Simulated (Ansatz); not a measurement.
Relaxation of ClH3O2Sn (7 atoms, charge 0, multiplicity 1), to a largest force component of 0.03 eV/Å in at most 50 steps.

The calculation used RKS BHLYP-D4/def2-mTZVP (Ansatz).

```xyz
7
Properties=species:S:1:pos:R:3:forces:R:3
Sn -1.015 0.279 0.797 0.13 0.07 -0.06
H 1.691 -0.648 1.525 0.78 0.54 -0.65
O 2.111 -0.056 0.870 -0.93 -0.68 0.64
H 2.157 -0.598 0.079 0.00 0.08 0.06
O -1.443 1.519 -0.665 0.00 -0.01 -0.01
H -1.363 1.187 -1.559 0.01 0.00 0.00
Cl -0.537 -1.635 -0.632 0.02 0.00 0.01
```

**Question.** Where does it end, and by what steps?

**Answer.** The run converged. The force dipped under the threshold on the way, but the program's further checks kept it going. After 18 steps the energy has fallen by 0.322 eV; O3 moved furthest, 0.64 Å. Joined: Sn1–O3.

| step | energy less start (eV) | largest force component (eV/Å) | accepted |
| --- | --- | --- | --- |
| 0 | 0.0000 | 0.933 | yes |
| 1 | -0.0051 | 2.951 | yes |
| 2 | -0.0177 | 2.850 | yes |
| 3 | -0.1905 | 0.263 | yes |
| 4 | -0.2101 | 0.335 | yes |
| 5 | -0.2454 | 1.203 | yes |
| 6 | -0.3030 | 0.639 | yes |
| 7 | -0.3154 | 0.251 | yes |
| 8 | -0.3170 | 0.189 | yes |
| 9 | -0.3180 | 0.111 | yes |
| 10 | -0.3187 | 0.067 | yes |
| 11 | -0.3138 | 0.654 | no |
| 12 | -0.3193 | 0.036 | yes |
| 13 | -0.3197 | 0.267 | yes |
| 14 | -0.3213 | 0.160 | yes |
| 15 | -0.3212 | 0.058 | no |
| 16 | -0.3219 | 0.024 | yes |
| 17 | -0.3221 | 0.043 | yes |
| 18 | -0.3222 | 0.026 | yes |

```xyz
7
Properties=species:S:1:pos:R:3
Sn -0.975 0.060 0.872
H 2.006 -0.240 1.460
O 1.501 0.031 0.692
H 1.611 -0.669 0.040
O -1.086 1.460 -0.513
H -0.897 1.191 -1.411
Cl -0.560 -1.783 -0.725
```

Run time: 33 s on 4 threads of Intel(R) Xeon(R) Platinum 8488C (Sapphire Rapids), with other jobs on the host, peak memory 0.3 GiB.
